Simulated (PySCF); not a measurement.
## SnF₃ at several levels of theory

All levels use the PBE0 minimum (doublet; Sn–F 1.935 Å (×3); F–Sn–F 106.0° (×3)), basis [Sn def2-SVP with ECP28, F def2-SVP], scalar-relativistic core potentials, density fitting, no spin–orbit coupling, PySCF. For vertical energies the ionised species is a singlet (spins chosen at PBE0 and kept) and the electron-attached one a singlet. Atomisation goes to high-spin ground-configuration atoms, without zero-point energy. Open shells are unrestricted, also as the reference of the correlated levels. A dash marks a value that was not computed or is not defined at that level.

```
 level  atomisation (kJ/mol)  vertical IP (eV)  vertical EA (eV)  −ε(HOMO) (eV)  dipole (D)
  PBE0                  1185             11.24              3.09           8.66        3.12
    HF                     ?                 ?                 ?              ?           ?
   MP2                     –             10.78              2.69              –           –
   PBE                  1296             10.76              2.84           7.18        2.67
 B3LYP                  1201             11.20              3.15           8.36        3.01
r2SCAN                     –             11.16              3.00           7.73        2.95
 TPSSh                  1213             10.99              2.94           7.89        2.94
revPBE                     –             10.69              2.75           7.13        2.69
  TPSS                     –                 ?                 ?              ?           ?
```

(1) Fill in the row of TPSS.

(2) Fill in the row of HF.

## Answers

(1) vertical IP (eV) 10.80, vertical EA (eV) 2.84, −ε(HOMO) (eV) 7.30, dipole (D) 2.76.

(2) atomisation (kJ/mol) 730, vertical IP (eV) 11.55, vertical EA (eV) 2.46, −ε(HOMO) (eV) 12.20, dipole (D) 3.95.

Without diffuse functions attachment energies tend to come out too low.

No spin–orbit coupling is included, which matters more the heavier the element.
